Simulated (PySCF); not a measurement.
## MP for M along the chalcogens

PBE0 with triple-zeta basis sets in PySCF, for the lowest determinant that a PBE0 search found; no spin–orbit coupling. De refers to high-spin ground-configuration atoms. A positive dipole means M(−)P(+).

| M | basis | state (unpaired electrons) | Re (Å) | ωe (cm⁻¹) | De (eV) | μ (D) |
| --- | --- | --- | --- | --- | --- | --- |
| O | def2-TZVPP | doublet (π ↑) | 1.474 | 1288 | 5.99 | 2.05 |
| S | def2-TZVPP | doublet (π ↑) | 1.892 | 776 | 4.50 | 0.66 |
| Se | def2-TZVPP | doublet (π ↑) | 2.029 | 596 | 3.85 | 0.27 |
| Te | def2-TZVPP | doublet (π ↑) | 2.231 | 494 | 3.14 | -0.55 |

Task: By what factor does the bond length vary along the series?

Result: At PBE0 it runs from 1.474 Å (PO) to 2.231 Å (TeP), a factor of 1.51.

Relativity is treated differently too: O no relativity; S no relativity; Se no relativity; Te scalar-relativistic core potentials.

Down a group bonds as a rule get longer and wavenumbers fall, partly through the reduced mass; this series shows no clear exception.

These are scalar-relativistic numbers at best; spin–orbit coupling would shift them, the dissociation energy most. States were picked by a PBE0 search and need not be the measured ground states.
